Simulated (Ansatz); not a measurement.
Ge2H2, relaxed as a singlet with RKS r2SCAN-D4/def2-TZVP in Ansatz, starting from the GFN2-xTB geometry. Force threshold 0.02 eV/Å.

The structure comes from a short search, and lower isomers may exist.

Start:

```xyz
4

Ge   -0.534   -1.140   -0.430
Ge    1.226    0.504   -0.154
H    -0.189    1.280   -0.578
H    -0.503   -0.645    1.162
```

```csv
step,energy (eV),largest force component (eV/Å),SCF passes
1,-113066.6082,0.469,24
2,-113066.8556,0.492,32
3,-113067.1460,0.408,32
4,-113067.2233,0.648,32
5,-113067.2985,0.074,29
6,-113067.2989,0.010,28
```

Force components are those of the run's own axes.

End:

```xyz
4

Ge   -0.6619   -0.8816   -0.5763
Ge    1.1609    0.4196    0.1540
H    -0.3656    0.8516   -0.6049
H    -0.1334   -0.3896    1.0272
```

Bonds formed: Ge1–H3, Ge2–H4 (atoms count from 1).

No frequencies were taken in this run, so the end may be a saddle point.

It took 9.5 s on 4 threads of Arm Neoverse V2 on a shared host.
